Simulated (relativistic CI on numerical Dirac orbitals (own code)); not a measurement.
Zn XV: sensitivity of the levels to the model

Base calculation: Dirac-Coulomb-Breit CI, separate exchange-only KLI orbitals for each configuration, a model potential for QED, unscaled Slater integrals.

Configurations in the expansion (outside the closed core [Ne]): 3s²3p⁴, 3s3p⁵, 3s²3p³3d, 3p⁶, 3s3p⁴3d, 3p⁵3d, 3s3p³3d², 3s²3p³4s, 3s²3p²3d4p, 3p⁵4s, 3s²3p³4p, 3p⁵4p, 3s3p³3d4s, 3s²3p²3d², 3s²3p3d³, 3s3p²3d³, 3s²3p3d²4s, 3s²3p3d²4p, 3p⁴3d², 3p³3d³, 3p³3d²4s, 3p³3d²4p. Double excitations out of closed p, d and f shells are left out; levels of such configurations are missing from the list, as are those of other unlisted configurations, and high levels can miss mixing partners.

Variants: (1) P86 correlation estimate; (2) QED terms removed; (3) non-relativistic limit. Shifts of the energy above 3s²3p⁴ ³P2, in cm⁻¹, for the lowest level and the first level of each name with at least 55 % of one term (blank where a level changes its place among those of its configuration and J or its character, or is not in the variant):

```tsv
Level	Base	Δ(1)	Δ(2)	Δ(3)
3s²3p⁴ ³P2	0	0	0	0
3s²3p⁴ ³P0	26739	+5	-34	-26739
3s²3p⁴ ³P1	28692	+1	-72	-28692
3s²3p⁴ ¹D2	60657	+5	-62	-21948
3s²3p⁴ ¹S0	121002	+37	-78	-31831
3s3p⁵ ³P°2	377591	+1208	+832	-35190
3s3p⁵ ³P°1	397002	+1207	+783	-54601
3s3p⁵ ³P°0	410995	+1208	+745	-68594
3s²3p³3d ⁵D°0	509692	+1099	+19	-27298
3s²3p³3d ⁵D°1	510300	+1099	+14	-27906
3s²3p³3d ⁵D°2	510340	+1099	+14	-27945
3s²3p³3d ⁵D°3	510745	+1099	+12	-28351
3s²3p³3d ⁵D°4	513730	+1098	-3	-31335
3s²3p³3d ³D°3	549936	+1105	-6	-31417
```

At this charge energies of transitions that change n are usually good to better than 1 %, and those within a shell (Δn = 0) to a few per cent.

Ionisation energy from the two ground configurations alone: base 489.203 eV; P86 correlation estimate 490.802 eV. The NIST ASD value (semi-empirical) is 490.6 eV.

LS names give the leading component of a level, which can be under half, so a name can repeat, a term be missing and a line seem to break the LS rules.
